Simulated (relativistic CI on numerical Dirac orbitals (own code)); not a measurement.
One change at a time: Pt77+

Base calculation: Dirac-Coulomb-Breit CI, KLI orbitals optimised for each configuration, model QED (radiative potential, 1s self-energy scaled to tabulated hydrogen-like ionisation energies).

Configurations in the expansion: 1s, 2s, 2p, 3s, 3p, 3d, 4s, 4p, 4d, 4f, 5s, 5p, 5d, 5f, 5g, 6s, 6p, 6d. Levels of other configurations are missing.

Variants: (1) QED terms removed; (2) non-relativistic limit. Shifts of the energy above 1s 2S_1/2, in eV, for the lowest level and the first level of each name with at least 55 % of one term (blank where a level changes its place among those of its configuration and J or its character, or is not in the variant):

```csv
Level,Base,Δ(1),Δ(2)
1s 2S_1/2,0.0,0.0,0.0
2p 2P°_1/2,67422.3,+145.4,-5346.7
2s 2S_1/2,67452.8,+121.8,-5376.3
2p 2P°_3/2,69534.1,+143.9,-7458.5
3p 2P°_1/2,80575.1,+148.1,-7002.7
3s 2S_1/2,80584.2,+141.0,-7011.5
3d 2D_3/2,81203.0,+149.0,-7630.5
3p 2P°_3/2,81204.4,+147.5,-7632.0
3d 2D_5/2,81378.7,+148.6,-7806.3
4p 2P°_1/2,85087.1,+148.6,-7490.8
4s 2S_1/2,85090.8,+145.7,-7494.4
4d 2D_3/2,85349.7,+149.0,-7753.5
4p 2P°_3/2,85350.3,+148.4,-7754.1
4f 2F°_5/2,85424.2,+149.0,-7827.9
```
